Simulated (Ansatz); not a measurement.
Level of theory: Ansatz (a program for electronic structure) with PBE0-D3(BJ)/def2-TZVP. No frequencies were computed at this level.

Ansatz 0.2 input:
```yaml
crystal:
  periodic: [false, false, false]
  atoms:
    - { symbol: C, position_ang: [-0.995831, -0.209919, -0.125721] }
    - { symbol: Si, position_ang: [0.656704, 0.30341, 0.121916] }
    - { symbol: Cl, position_ang: [2.236172, -0.939167, -0.055764] }
    - { symbol: H, position_ang: [-1.827898, 0.462575, -0.028132] }
    - { symbol: H, position_ang: [-1.24862, -1.224297, -0.38524] }
    - { symbol: H, position_ang: [1.179474, 1.607399, 0.47294] }
basis:
  gaussian: { orbitals: def2-tzvp }
hamiltonian:
  xc: pbe0
  dispersion: d3bj
relax:
  max_steps: 150
```

Output:

```
Functional definition: PBE0
848 factors; their error is unknown
mean field evaluation 1: about -21469.1693 eV, gradient 5.9e1 eV
mean field evaluation 2: about -21448.5236 eV, gradient 8.8e1 eV
mean field evaluation 4: about -21477.9493 eV, gradient 4.7e0 eV
mean field evaluation 8: about -21478.0010 eV, gradient 1.8e-1 eV
mean field evaluation 16: about -21478.0685 eV, gradient 2.1e-4 eV
mean field -21478.06848464 eV, -789.3044584528 hartree, gradient 6.1e-5 eV, S^2 0.000000; 0 other end points of the search recorded, 0 dependent functions left out
reference -21478.06851158 eV, -789.3044594427 hartree; 20, 20 occupied and 103, 103 virtual orbitals, 848 factors
relax step   1: F+E_penalty+E_count = -21478.18193441 eV  Δ(F+E_penalty+E_count) = +0.000e0 eV  max|allowed force component| = 1.923e0 eV/Å  Δτ_max = 0.0000 Å  (27 SCF iters, accepted)
these checks for a lower state are left out or cut short: starts, cluster_reference, orbital_swaps, neighbouring_geometries, increment
848 factors; their error is unknown
mean field -21478.14064024 eV, -789.3071101221 hartree, gradient 1.6e-5 eV, S^2 0.000000; 0 other end points of the search recorded, 0 dependent functions left out
reference -21478.14066716 eV, -789.3071111114 hartree; 20, 20 occupied and 103, 103 virtual orbitals, 848 factors
relax step   2: F+E_penalty+E_count = -21478.25456090 eV  Δ(F+E_penalty+E_count) = -7.263e-2 eV  max|allowed force component| = 7.565e-1 eV/Å  Δτ_max = 0.0745 Å  (30 SCF iters, accepted)
these checks for a lower state are left out or cut short: starts, cluster_reference, orbital_swaps, neighbouring_geometries, increment
848 factors; their error is unknown
mean field evaluation 32: about -21478.1508 eV, gradient 1.5e-5 eV
mean field -21478.15080574 eV, -789.3074836973 hartree, gradient 1.5e-5 eV, S^2 0.000000; 0 other end points of the search recorded, 0 dependent functions left out
reference -21478.15083260 eV, -789.3074846845 hartree; 20, 20 occupied and 103, 103 virtual orbitals, 848 factors
relax step   3: F+E_penalty+E_count = -21478.26495440 eV  Δ(F+E_penalty+E_count) = -1.039e-2 eV  max|allowed force component| = 9.258e-2 eV/Å  Δτ_max = 0.0228 Å  (32 SCF iters, accepted)
these checks for a lower state are left out or cut short: starts, cluster_reference, orbital_swaps, neighbouring_geometries, increment
848 factors; their error is unknown
mean field -21478.15150392 eV, -789.3075093552 hartree, gradient 1.5e-5 eV, S^2 0.000000; 0 other end points of the search recorded, 0 dependent functions left out
reference -21478.15153080 eV, -789.3075103430 hartree; 20, 20 occupied and 103, 103 virtual orbitals, 848 factors
relax step   4: F+E_penalty+E_count = -21478.26559289 eV  Δ(F+E_penalty+E_count) = -6.385e-4 eV  max|allowed force component| = 1.045e-1 eV/Å  Δτ_max = 0.0266 Å  (30 SCF iters, accepted)
these checks for a lower state are left out or cut short: starts, cluster_reference, orbital_swaps, neighbouring_geometries, increment
848 factors; their error is unknown
mean field -21478.14911684 eV, -789.3074216314 hartree, gradient 1.5e-5 eV, S^2 0.000000; 0 other end points of the search recorded, 0 dependent functions left out
reference -21478.14914373 eV, -789.3074226198 hartree; 20, 20 occupied and 103, 103 virtual orbitals, 848 factors
relax step   5: F+E_penalty+E_count = -21478.26308147 eV  Δ(F+E_penalty+E_count) = +2.511e-3 eV  max|allowed force component| = 1.878e-1 eV/Å  Δτ_max = 0.0380 Å  (29 SCF iters, rejected (line search))
these checks for a lower state are left out or cut short: starts, cluster_reference, orbital_swaps, neighbouring_geometries, increment
848 factors; their error is unknown
mean field -21478.15271953 eV, -789.3075540278 hartree, gradient 1.5e-5 eV, S^2 0.000000; 0 other end points of the search recorded, 0 dependent functions left out
reference -21478.15274640 eV, -789.3075550153 hartree; 20, 20 occupied and 103, 103 virtual orbitals, 848 factors
relax step   6: F+E_penalty+E_count = -21478.26666737 eV  Δ(F+E_penalty+E_count) = -1.074e-3 eV  max|allowed force component| = 4.142e-3 eV/Å  Δτ_max = 0.0118 Å  (31 SCF iters, accepted)
848 factors; their error is unknown
mean field evaluation 64: about -21478.0851 eV, gradient 3.5e-2 eV
mean field -21478.15271953 eV, -789.3075540278 hartree, gradient 2.3e-5 eV, S^2 0.000000; 1 other end points of the search recorded, 0 dependent functions left out
reference -21478.15274640 eV, -789.3075550153 hartree; 20, 20 occupied and 103, 103 virtual orbitals, 848 factors
Total energy: -21478.26669424 eV, -789.3117425214 hartree
Atom 0 at    -0.957604    -0.215216    -0.123668 Å, force    -0.004142    -0.000460     0.000165 eV/Å
Atom 1 at     0.642147     0.270618     0.112830 Å, force     0.003611    -0.002866     0.000183 eV/Å
Atom 2 at     2.239064    -0.970810    -0.062593 Å, force    -0.001554     0.001816    -0.000110 eV/Å
Atom 3 at    -1.756166     0.509461    -0.010583 Å, force     0.000810     0.002678     0.000019 eV/Å
Atom 4 at    -1.247744    -1.224095    -0.386280 Å, force     0.001750    -0.001793    -0.000304 eV/Å
Atom 5 at     1.080304     1.630044     0.470293 Å, force    -0.000474     0.000625     0.000047 eV/Å
Dipole moment:     0.027487     0.169120     0.042432 e Å
```

Cost: roughly 28 core-seconds.
